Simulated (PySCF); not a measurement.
# A survey of 29Si NMR shifts

Computed data (PySCF 2.14.0 with density-fitted response routines): NMR shieldings at PBE0/pcSseg-1/GIAO, structure optimised with GFN2-xTB. In vacuum, non-relativistic, one averaged value for each set of equivalent atoms, one computed conformer.

Shieldings were converted by a linear fit to measured shifts: 29Si (scatter 8.9 ppm rms, 25.8 ppm with the 6 outliers that the fit left out vs TMS, solution or neat liquid). A few per cent of atoms miss by over 2 rms, more outside the fitted compound classes.

(1) Give the 29Si shifts of `[SiH3][SiH2][SiH2]P`, `C=C[Si@@H]1NCC[C@@H]1C(F)F`.

(2) Order these by 29Si shift, lowest first.
A. FC(F)[C@@]1(N2CC2)CC[SiH2]1
B. F[C@@H]1CCN[Si@H]1[C@@H]1C[C@@H]1F
C. FC[C@@H]1C=CCC[Si@@H]1Cl

Results:

(1) 
```csv
compound,environment,δ (ppm)
[SiH3:1][SiH2:2][SiH2:3][PH2:4],"Si3: silicon bonded to P, Si, 2 H",-79.8
[SiH3:1][SiH2:2][SiH2:3][PH2:4],"Si1: silicon bonded to Si, 3 H",-103.0
[SiH3:1][SiH2:2][SiH2:3][PH2:4],"Si2: silicon bonded to 2 Si, 2 H",-112.4
C=C[Si@@H]1NCC[C@@H]1C(F)F,"silicon bonded to 2 C, N, H, in a 5-membered ring",-24.2
```

(2) A (-31.5 ppm, silicon bonded to 2 C, 2 H, in a 4-membered ring), B (-18.5 ppm, silicon bonded to 2 C, N, H, in a 5-membered ring), C (-8.6 ppm, silicon bonded to 2 C, Cl, H, in a 6-membered ring).
